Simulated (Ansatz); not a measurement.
```yaml
crystal:
  periodic: [false, false, false]
  atoms:
    - {symbol: F, position_ang: [2.432337, -1.569240, -0.004155]}
    - {symbol: In, position_ang: [1.726773, 0.301353, 0.119281]}
    - {symbol: Cl, position_ang: [0.107388, 0.267197, -1.900461]}
    - {symbol: In, position_ang: [-1.938763, -0.021930, -0.151059]}
    - {symbol: F, position_ang: [-2.278950, -1.981168, -0.263560]}
    - {symbol: Cl, position_ang: [-0.112584, 0.034719, 1.679071]}
    - {symbol: H, position_ang: [2.548780, 1.745049, 0.417703]}
    - {symbol: H, position_ang: [-2.810663, 1.314458, -0.209799]}
basis:
  gaussian: {orbitals: def2-TZVPD, point_charges: [{charge: -1.00, position_ang: [5.211, 0.786, -0.750]}]}
magnetization: {spin_polarized: true, initial_magnetization: 4}
hamiltonian: {xc: {name: wB97X}}
accuracy: high
```

```sh
$ ansatz run in.yaml --threads 2 --pin off --events-out ev --progress --plain --max-ram 22528MiB --backend cuda --devices 0, --max-vram 18GiB
```

Output, abridged:

```
Functional definition: wB97X
5170 factors; integrals over basis functions are off by at most 1.6e-8 eV
901 factors; integrals over basis functions are off by at most 1.6e-8 eV
mean field evaluation 1: about -40847.8655 eV, gradient 4.7e1 eV
mean field evaluation 2: about -40788.6615 eV, gradient 1.2e2 eV
mean field evaluation 4: about -40856.1527 eV, gradient 8.5e0 eV
mean field evaluation 8: about -40856.8113 eV, gradient 8.3e-1 eV
mean field evaluation 16: about -40856.8978 eV, gradient 1.4e-1 eV
mean field evaluation 32: about -40856.9171 eV, gradient 3.1e-3 eV
mean field -40856.91714524 eV, -1501.4640112744 hartree, gradient 2.9e-8 eV, S^2 6.022653; 6 other end points of the search recorded, 0 dependent functions left out
reference -40856.91714333 eV, -1501.4640112044 hartree; 50, 46 occupied and 252, 256 virtual orbitals, 5170 factors
Total energy: -40856.91714333 eV, -1501.4640112044 hartree
```

(1) What is wrong with this run?

## Answers

(1) The spin is set far too high for this molecule. Self-consistency was reached. The result belongs to that input, not to the molecule as meant.
